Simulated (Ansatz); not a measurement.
`C[SiH2][SiH](O)F` → `[CH2]` (triplet) + `O[SiH](F)[SiH3]`  (formal loss of a carbene)

Program: Ansatz. Geometries: PBE0-D4/def2-TZVP. ΔE: electronic, gas phase. CCSD(T)/CBS is the MP2 limit (def2-TZVPP, def2-QZVPP) plus CCSD(T) − MP2 in def2-TZVPP, frozen cores. This one scheme is used for every species. DFT in def2-TZVPP. B3LYP here is the variant with VWN-RPA as its local correlation; programs differ in this. Triplets are unrestricted, without spin–orbit coupling. One conformer a species, not always the lowest.

`C[SiH2][SiH](O)F`:

Z-matrix (Å, degrees):
```
C
Si 1 1.875
H 1 1.092 2 110.3
H 1 1.092 2 110.6 3 -119.7
H 1 1.092 2 110.8 3 120.2
Si 2 2.340 1 110.8 3 58.4
H 2 1.490 1 111.0 3 -61.5
H 2 1.490 1 111.0 3 179.0
F 6 1.607 2 109.5 1 65.6
O 6 1.640 2 106.5 1 -52.7
H 6 1.489 2 116.2 1 -176.0
H 10 0.959 6 118.8 2 -171.1
```

`[CH2]` (triplet):

Cartesian coordinates in Å:
```
C -0.187 -0.138 -0.149
H -0.290 0.932 -0.242
H 0.477 -0.795 0.391
```

`O[SiH](F)[SiH3]`:

```xyz
9

O     0.979    1.640    0.117
Si    0.321    0.297    0.780
F    -0.789    0.702    1.863
Si   -0.695   -0.892   -0.960
H     1.566    2.179    0.650
H     1.346   -0.465    1.544
H    -1.379   -2.093   -0.410
H     0.342   -1.332   -1.930
H    -1.691   -0.036   -1.655
```

```tsv
level	ΔE (eV)	difference from CCSD(T)/CBS
LDA (SPW92)	5.66	0.73
BLYP-D4	4.85	-0.08
BHLYP-D4	4.73	-0.20
ωB97M-V	4.97	0.04
PBE0	4.85	-0.08
B3LYP	4.74	-0.19
r2SCAN0	4.65	-0.28
BHLYP	4.64	-0.29
RPA@PBE/def2-TZVPP	4.70	-0.23
CCSD(T)/def2-SVP	4.64	-0.29
CCSD(T)/CBS	4.93	0
```

Largest T1 diagnostic among the species: 0.013.

From r2SCAN to r2SCAN0 (25 % exact exchange), in def2-TZVPP and without D4, ΔE moves by −0.05 eV. In def2-TZVPP, CCSD(T) changes the Hartree–Fock value by +1.44 eV (the triples alone add +0.12 eV) and MP2 by +1.60 eV. The D4 term adds +0.11 eV with B3LYP and +0.06 eV with PBE0; it sums over pairs of atoms, weighted by their polarisabilities, and B3LYP, whose exchange is more repulsive, gets the larger term.
